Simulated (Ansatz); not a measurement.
Geometry optimisation, RKS PBE0/6-31G (Ansatz 0.2.0).

Input file:

```yaml
crystal:
  periodic: [false, false, false]
  atoms:
    - { symbol: C, position_ang: [-1.7017, -1.0664, -0.5181] }
    - { symbol: C, position_ang: [-0.2724, -1.3155, -0.7402] }
    - { symbol: B, position_ang: [0.5781, -0.6457, 0.4034] }
    - { symbol: "N", position_ang: [1.7328, 0.4283, 0.1029] }
    - { symbol: Si, position_ang: [1.1011, 1.9423, 0.8292] }
    - { symbol: H, position_ang: [-2.3386, -1.48, -1.3448] }
    - { symbol: H, position_ang: [-2.0692, -1.4333, 0.4458] }
    - { symbol: H, position_ang: [-0.34492, -0.14811, -0.11557] }
    - { symbol: H, position_ang: [0.0479, -0.9032, -1.6878] }
    - { symbol: H, position_ang: [-0.0995, -2.4089, -0.7042] }
    - { symbol: H, position_ang: [0.4293, -0.9887, 1.5577] }
    - { symbol: H, position_ang: [1.6992, 0.5833, -0.9089] }
    - { symbol: H, position_ang: [2.0102, 3.0455, 0.5206] }
    - { symbol: H, position_ang: [0.9811, 1.8037, 2.324] }
    - { symbol: H, position_ang: [-0.2209, 2.2967, 0.3081] }
basis:
  gaussian: { orbitals: "6-31G" }
hamiltonian:
  xc: pbe0
relax:
  f_tol: 0.02
  max_steps: 50
output:
  orbitals: {}
```

Launched with:

```bash
$ ansatz run input.yaml --threads 1 --pin off --max-ram 2048MiB --backend cpu --events-out ev --progress --plain --runs-dir out
```

**Question.** Where does it end, and by what steps?

**Answer.** The run converged. The force dipped under the threshold on the way, but the program's further checks kept it going. Limits of this set-up: no polarisation functions. After 29 steps the energy has fallen by 8.001 eV; H8 moved furthest, 2.25 Å. Parted: C2–H8, B3–H8. Joined: C1–H8.

| step | energy less start (eV) | largest force component (eV/Å) | accepted |
| --- | --- | --- | --- |
| 0 | 0.0000 | 5.607 | yes |
| 2 | -4.1222 | 5.090 | yes |
| 4 | -6.6796 | 2.443 | yes |
| 6 | -7.4464 | 0.612 | yes |
| 8 | -7.6980 | 0.668 | yes |
| 10 | -7.8731 | 0.311 | yes |
| 12 | -7.9571 | 0.302 | yes |
| 14 | -7.9833 | 0.190 | yes |
| 16 | -7.9899 | 0.063 | yes |
| 18 | -7.9941 | 0.168 | yes |
| 20 | -7.9966 | 0.112 | yes |
| 22 | -7.9985 | 0.026 | yes |
| 24 | -7.9994 | 0.104 | yes |
| 26 | -8.0004 | 0.018 | yes |
| 28 | -8.0008 | 0.024 | yes |
| 29 | -8.0009 | 0.008 | yes |

```xyz
15
Properties=species:S:1:pos:R:3
C -1.681 -1.705 -0.642
C -0.214 -1.266 -0.792
B 0.239 -0.216 0.296
N 0.983 0.939 -0.033
Si 1.580 2.180 1.126
H -1.948 -2.484 -1.365
H -1.869 -2.100 0.363
H -2.365 -0.863 -0.795
H -0.035 -0.897 -1.814
H 0.431 -2.154 -0.677
H -0.033 -0.392 1.456
H 1.205 1.086 -1.013
H 3.082 2.281 1.074
H 1.141 1.764 2.494
H 1.016 3.536 0.792
```

Time of the run: 2.4 min on 1 thread of Arm Neoverse V1, on a shared host, peak memory 0.17 GiB.
